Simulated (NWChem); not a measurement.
System meant: CH₅BSe; SMILES B(C)[SeH]

The following NWChem deck was run.

```
start job
memory heap 200 mb stack 900 mb global 1100 mb
geometry units angstroms noautoz
  B     -0.626839    -0.998159     0.000269
  H     -1.836547    -1.116601     0.000164
  C      0.331619    -2.237800     0.002183
  H      0.097803    -2.884802    -0.872481
  H      0.109792    -2.868862     0.891712
  H      1.416618    -2.014934    -0.006340
  Se     0.106035     0.786318     0.000071
  H     -1.187965     1.516265     0.000784
end
basis spherical
  * library def2-svp
end
dft
  odft
  mult 2
  xc pbe0
  iterations 150
  mulliken
end
task dft energy
```

End of the output:

```
 Summary of "ao basis" -> "" (spherical)
 ------------------------------------------------------------------------------
       Tag                 Description            Shells   Functions and Types
 ---------------- ------------------------------  ------  ---------------------
 *                          def2-svp                  on all atoms

                                 NWChem DFT Module
                                 -----------------

 Summary of "ao basis" -> "ao basis" (spherical)
 ------------------------------------------------------------------------------
       Tag                 Description            Shells   Functions and Types
 ---------------- ------------------------------  ------  ---------------------
 B                          def2-svp                 6       14   3s2p1d
 H                          def2-svp                 3        5   2s1p
 C                          def2-svp                 6       14   3s2p1d
 Se                         def2-svp                12       32   5s4p3d

 Summary of "ao basis" -> "ao basis" (spherical)
 ------------------------------------------------------------------------------
       Tag                 Description            Shells   Functions and Types
 ---------------- ------------------------------  ------  ---------------------
 B                          def2-svp                 6       14   3s2p1d
 H                          def2-svp                 3        5   2s1p
 C                          def2-svp                 6       14   3s2p1d
 Se                         def2-svp                12       32   5s4p3d

  number of electrons :                   50
  multiplicity        :                    2
 ------------------------------------------------------------------------
  no. of electrons and multiplicity not compatible                  50
 ------------------------------------------------------------------------
 ------------------------------------------------------------------------
  current input line :
    23: task dft energy
 ------------------------------------------------------------------------
 ------------------------------------------------------------------------
 There is an error in the input file
 ------------------------------------------------------------------------
 For more information see the NWChem manual at https://nwchemgit.github.io

0: no. of electrons and multiplicity not compatible:Received an Error in Communication
```

Problem. Find the fault in this run and fix the input.

Solution. The input was rejected before any calculation. Cause: the multiplicity doesn't fit the number of electrons (an even count wants an odd multiplicity, and the reverse). This input runs:
```
start job
memory heap 200 mb stack 900 mb global 1100 mb
geometry units angstroms noautoz
  B     -0.626839    -0.998159     0.000269
  H     -1.836547    -1.116601     0.000164
  C      0.331619    -2.237800     0.002183
  H      0.097803    -2.884802    -0.872481
  H      0.109792    -2.868862     0.891712
  H      1.416618    -2.014934    -0.006340
  Se     0.106035     0.786318     0.000071
  H     -1.187965     1.516265     0.000784
end
basis spherical
  * library def2-svp
end
dft
  xc pbe0
  iterations 150
  mulliken
end
task dft energy
```
It converges to -2466.82589 Ha (PBE0/def2-SVP).
